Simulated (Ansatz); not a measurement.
Total energies of CH₃GaSe (`[CH2]1[GaH][Se]1`).

```xyz
6

C     0.145    0.814   -0.024
Ga    0.062   -1.107   -0.213
Se   -1.282    0.051    1.225
H     0.954    1.281    0.528
H    -0.287    1.464   -0.777
H     0.409   -2.504   -0.739
```

Total charge 0; spin multiplicity 1. Correlated methods include outer-core shells of Ga, Se, which these sets cover unevenly. Scalar relativity is left out up to krypton. Geometry: relaxed with PBE0-D4/def2-TZVP. Basis def2-TZVPP, Ansatz 0.2.0.

RPA on PBE orbitals: Hartree–Fock energy of these orbitals -4362.64459 Eh, correlation -1.03677 Eh (frozen core).

```tsv
functional	energy without D4 (Eh)	D4 term (kJ/mol)
LDA (SPW92)	-4359.49909	–
PBE	-4365.61559	-13.1
revPBE	-4365.97334	-34.7
BLYP	-4366.40487	-28.5
r2SCAN	-4366.27581	-2.7
B97M-V	-4365.51523	–
PBE0	-4365.73533	-11.0
B3LYP	-4366.40723	-21.7
r2SCANh	-4366.25949	-3.0
r2SCAN0	-4366.23658	-3.4
HSE06 (plane-wave form)	-4365.73558	-10.4
BHLYP	-4366.25085	-19.9
CAM-B3LYP	-4366.53345	-11.4
LC-ωPBE	-4365.70932	–
ωB97X-V	-4365.90752	–
ωB97M-V	-4366.05718	–
B2PLYP	-4365.53910	–
PBE-QIDH	-4365.07424	–
```

B3LYP takes the VWN-RPA correlation (the form of Gaussian; ORCA's B3LYP/G). HSE06 is the plane-wave form, built on full-range PBE exchange. The double hybrids freeze the cores in their second-order part.

LC-ωPBE has ω = 0.4 bohr⁻¹.
